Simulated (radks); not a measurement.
Tl XXXI, configuration [Kr] 4d10 4f5. Calculated with a radial shooting solver on a logarithmic mesh with Libxc functionals: non-relativistic Kohn-Sham, LDA (Slater exchange, Perdew-Wang correlation), spin-unpolarised, spherical densities, point nucleus; relativity is left out, which matters for an element this heavy.

Radial electron density D(r) = 4 pi r^2 rho(r):

| r (bohr) | D(r) (e/bohr) |
|---|---|
| 0.001013 | 4.168 |
| 0.001142 | 5.189 |
| 0.001287 | 6.443 |
| 0.001452 | 7.976 |
| 0.00165 | 9.978 |
| 0.00186 | 12.26 |
| 0.002097 | 15.00 |
| 0.002365 | 18.26 |
| 0.002666 | 22.11 |
| 0.003006 | 26.60 |
| 0.003417 | 32.16 |
| 0.003852 | 38.11 |
| 0.004343 | 44.77 |
| 0.004897 | 52.06 |
| 0.005521 | 59.87 |
| 0.006275 | 68.55 |
| 0.007075 | 76.72 |
| 0.007978 | 84.55 |
| 0.008995 | 91.62 |
| 0.01014 | 97.47 |
| 0.01153 | 101.9 |
| 0.013 | 104.1 |
| 0.01465 | 104.3 |
| 0.01652 | 102.7 |
| 0.01863 | 100.1 |
| 0.02117 | 97.26 |
| 0.02387 | 95.89 |
| 0.02691 | 97.06 |
| 0.03035 | 101.7 |
| 0.03421 | 109.8 |
| 0.03858 | 120.6 |
| 0.04384 | 132.9 |
| 0.04943 | 142.2 |
| 0.05574 | 146.9 |
| 0.06284 | 145.7 |
| 0.07085 | 139.3 |
| 0.08053 | 130.1 |
| 0.0908 | 123.6 |
| 0.1024 | 122.5 |
| 0.1154 | 126.9 |
| 0.1301 | 133.4 |
| 0.1479 | 135.7 |
| 0.1668 | 128.4 |
| 0.188 | 111.7 |
| 0.212 | 91.09 |
| 0.239 | 74.73 |
| 0.2717 | 68.22 |
| 0.3063 | 71.31 |
| 0.3454 | 76.32 |
| 0.3894 | 75.55 |
| 0.4391 | 65.60 |
| 0.495 | 48.83 |
| 0.5626 | 29.67 |
| 0.6344 | 15.47 |
| 0.7153 | 6.670 |
| 0.8064 | 2.341 |
| 0.9093 | 0.6580 |
| 1.033 | 0.1302 |
| 1.165 | 0.02174 |
| 1.314 | 0.002726 |

D(r) has 4 maxima, at r = 0.0140, 0.0575, 0.143, 0.362 bohr, and minima at 0.0243, 0.0984, 0.274 bohr, inside which lie 1.94, 11.51, 30.11 electrons.
